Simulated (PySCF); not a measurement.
# Worked example: dipole moment from atomic charges

B(H)(Br)(OH) (BBrH₂O), SMILES OBBr. Atoms are numbered in the order given.

```xyz
5

B      0.5969     1.1011     0.0000
H      1.7644     1.2936     0.0000
Br    -0.0424    -0.7352     0.0000
O     -0.2589     2.1308     0.0000
H     -1.1923     1.8844     0.0000
```

Coordinates come from a B3LYP-D3(BJ)/def2-TZVP optimisation. One conformer was computed; it need not be the lowest.

Charges (e) from CAM-B3LYP/def2-TZVPD (PySCF):

| atom | IAO | ESP fit |
|---|---|---|
| B1 | 0.212 | 0.271 |
| H2 | 0.015 | -0.009 |
| Br3 | -0.099 | -0.170 |
| O4 | -0.509 | -0.484 |
| H5 | 0.382 | 0.393 |

The dipole moment of the full density is 1.06 D.

Task: What dipole moment does each set of point charges give, and which comes closer to that of the density?

Result: 
μ = Σ q r, and 1 e Å = 4.8032 D.
IAO: Σ q r = (-0.166, -0.039, 0.000) e Å, |μ| = 0.82 D.
ESP fit: Σ q r = (-0.190, 0.121, 0.000) e Å, |μ| = 1.08 D.
ESP fit comes closer in size. Point charges leave out the atoms' own dipoles (lone pairs, polarised bonds); fits to the potential absorb them, partitions of the density don't.
